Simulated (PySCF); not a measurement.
A species of formula C9H16 has this rotational fingerprint, computed with PBE0/pcSseg-1 in PySCF (dipole) on a GFN2-xTB geometry, gas phase:

```
Rotational constants : A = 2739, B = 1145, C = 961.0 MHz
Dipole components    : |μa| = 0.07 D, |μb| = 0.09 D, |μc| = 0.03 D
Inertial defect      : -100.04 u·Å²
κ                    : -0.79
```

Question: Which candidate fits, each taken in the one conformer that was computed?
A. `[CH2:1]=[C:2]([CH2:3][CH3:4])[C:5](=[CH2:6])[CH2:7][CH2:8][CH3:9]` with C1–C2–C3–C4 -115°, C1–C2–C5–C6 -152°, C2–C5–C7–C8 65°, C5–C7–C8–C9 67°
B. `[CH3:1][CH2:2][C@@H:3]1[CH2:4][CH2:5][C:6]12[CH2:7][CH2:8][CH2:9]2` with C1–C2–C3–C4 -71°
C. `[CH3:1][CH2:2][C@@H:3]1[CH2:4][C@H:5]2[CH2:6][CH2:7][C@@H:8]1[CH2:9]2` with C1–C2–C3–C4 -68°

Answer: B. It is CC[C@@H]1CCC12CCC2, an asymmetric top, point group C1. The candidates at the same level (rigid rotor, commonest isotopes):

| SMILES | A (MHz) | B (MHz) | C (MHz) | μa (D) | μb (D) | μc (D) | Δ (u·Å²) | point group | rotor |
| --- | --- | --- | --- | --- | --- | --- | --- | --- | --- |
| CC[C@@H]1CCC12CCC2 | 2739 | 1145 | 961.0 | 0.07 | 0.09 | 0.03 | -100.04 | C1 | asymmetric top |
| CC[C@@H]1C[C@H]2CC[C@@H]1C2 | 3322 | 1163 | 1099 | 0.01 | 0.03 | 0.05 | -126.95 | C1 | near-prolate asymmetric top |
| C=C(CC)C(=C)CCC | 1969 | 1169 | 1086 | 0.00 | 0.17 | 0.19 | -223.78 | C1 | asymmetric top |

`C=C(CC)C(=C)CCC` has A 28 % too low; `CC[C@@H]1C[C@H]2CC[C@@H]1C2` has A 21 % too high. No structure here is proved a minimum.
